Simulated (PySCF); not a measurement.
Planning a core-ionisation job on `C(N[SiH2][GeH3])=O`.

Method: delta-SCF UKS SCAN, pcX-2 on the ionised atom, pcseg-1 elsewhere, non-relativistic (PySCF 2.14.0). Geometry: PBE0-D3(BJ)/def2-SVP. Work: ΔSCF core ionisation, 5 holes, density fitting. The command runs a driver script over a list of jobs; the input below is this job's line of settings and its coordinates in Å.

Command:
```bash
OMP_NUM_THREADS=1 python probes_run.py task.json out
```

Input:
```
{"job": {"kind": "xps", "x2c": false}, "charge": 0, "multiplicity": 1}
O     -0.970832     1.489443     0.846275
C     -1.769034     0.695771     0.403089
N     -1.449216    -0.447658    -0.264018
Si     0.214919    -1.000907    -0.598731
Ge     1.811003     0.508038     0.306875
H     -2.869576     0.848799     0.511873
H     -2.242817    -1.000022    -0.573197
H      0.355236    -1.140180    -2.081789
H      0.354324    -2.371755    -0.015918
H      1.698943     0.576105     1.834917
H      1.707635     1.897142    -0.332194
H      3.199359    -0.082867    -0.045729
```

Hardware: one thread of an Arm Neoverse N1, no GPU, shared host with 64 logical CPUs at a one-minute load of 59. PySCF's memory limit was set to 1760 MB.

The basis has 164 functions.

Question: What wall time should be expected on this hardware?

Answer: About 57 s. The run took 81 SCF cycles in all, 11 s a hole on average.

Question: How much memory does it need at the peak?

Answer: About 0.63 GiB. Peak memory is the resident size of the whole Python process, interpreter and libraries included.

Other jobs ran on the host; a repeat could differ by tens of per cent or more.
